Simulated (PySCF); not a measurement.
A species of formula C4H8Si2 has this rotational fingerprint, computed with PySCF 2.14.0, PBE0-D3(BJ)/def2-SVP geometry optimisation, gas phase:

| Item | Value |
| --- | --- |
| Rotational constants | A = 3498, B = 2182, C = 1387 MHz |
| Dipole components | \|μa\| = 0.00 D, \|μb\| = 0.00 D, \|μc\| = 0.05 D |
| Inertial defect | -11.70 u·Å² |
| κ | -0.25 |

Task: Which candidate fits, each taken in the one conformer that was computed?
A. `[CH2:1]=[CH:2][SiH2:3][C:4]#[C:5][SiH3:6]` with C1–C2–Si3–C4 -124°
B. `C1=C[SiH2]C=C[SiH2]1`

Result: B. It is C1=C[SiH2]C=C[SiH2]1, an asymmetric top. The candidates at the same level (rigid rotor, commonest isotopes):

| SMILES | A (MHz) | B (MHz) | C (MHz) | μa (D) | μb (D) | μc (D) | Δ (u·Å²) | point group | rotor |
| --- | --- | --- | --- | --- | --- | --- | --- | --- | --- |
| C=C[SiH2]C#C[SiH3] | 6924 | 711.7 | 667.8 | 0.66 | 0.61 | 0.06 | -26.28 | C1 | near-prolate asymmetric top |
| C1=C[SiH2]C=C[SiH2]1 | 3498 | 2182 | 1387 | 0.00 | 0.00 | 0.05 | -11.70 | near D2h | asymmetric top |

`C=C[SiH2]C#C[SiH3]` has A 98 % too high. No structure here is proved a minimum.
